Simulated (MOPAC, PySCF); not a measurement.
C$_{3}$H$_{5}$N, SMILES `CC=C=N`, neutral singlet in the gas phase. 

Cartesian coordinates (Å):
```xyz
9

C     -1.2779     0.2388    -0.0838
C     -0.0486    -0.6109     0.0313
C      1.1658    -0.1662    -0.1504
N      2.2868     0.2219    -0.4424
H     -1.0254     1.2641    -0.3557
H     -1.9534    -0.1545    -0.8488
H     -1.8309     0.2658     0.8595
H     -0.1495    -1.6601     0.2896
H      2.8331     0.6012     0.3295
```
Charge 0, multiplicity 1.

All levels are single points at this geometry (PBE0-D4/def2-TZVP); Pople sets use spherical d functions. Orbital energies aren't observables, and empty levels follow the basis.

```json
[
 {"level": "PBE-D3(BJ)/def2-TZVP in PySCF", "HOMO (eV)": "-5.31", "LUMO (eV)": "-1.11", "gap (eV)": "4.20", "dipole (D)": "1.57", "vertical IE, Delta-SCF (eV)": "8.66"},
 {"level": "PBE0-D4/def2-TZVP in PySCF", "HOMO (eV)": "-6.50", "LUMO (eV)": "-0.02", "gap (eV)": "6.48", "dipole (D)": "1.66", "vertical IE, Delta-SCF (eV)": "8.77"},
 {"level": "B3LYP/3-21G in PySCF", "HOMO (eV)": "-5.77", "LUMO (eV)": "0.33", "gap (eV)": "6.10", "dipole (D)": "1.76", "vertical IE, Delta-SCF (eV)": "–"},
 {"level": "B3LYP/6-311+G** in PySCF", "HOMO (eV)": "-6.33", "LUMO (eV)": "-0.50", "gap (eV)": "5.83", "dipole (D)": "1.77", "vertical IE, Delta-SCF (eV)": "–"},
 {"level": "B3LYP/6-31G* in PySCF", "HOMO (eV)": "-5.96", "LUMO (eV)": "0.17", "gap (eV)": "6.13", "dipole (D)": "1.70", "vertical IE, Delta-SCF (eV)": "8.60"},
 {"level": "HF/3-21G in PySCF", "HOMO (eV)": "-8.88", "LUMO (eV)": "4.81", "gap (eV)": "13.69", "dipole (D)": "2.09", "vertical IE, Delta-SCF (eV)": "–"},
 {"level": "HF/6-31G* in PySCF", "HOMO (eV)": "-9.05", "LUMO (eV)": "4.66", "gap (eV)": "13.70", "dipole (D)": "1.97", "vertical IE, Delta-SCF (eV)": "–"},
 {"level": "PM3 in MOPAC", "HOMO (eV)": "-8.93", "LUMO (eV)": "0.92", "gap (eV)": "9.85", "dipole (D)": "1.43", "vertical IE, Delta-SCF (eV)": "–"},
 {"level": "PM7 in MOPAC", "HOMO (eV)": "-9.33", "LUMO (eV)": "0.74", "gap (eV)": "10.07", "dipole (D)": "2.12", "vertical IE, Delta-SCF (eV)": "–"}
]
```
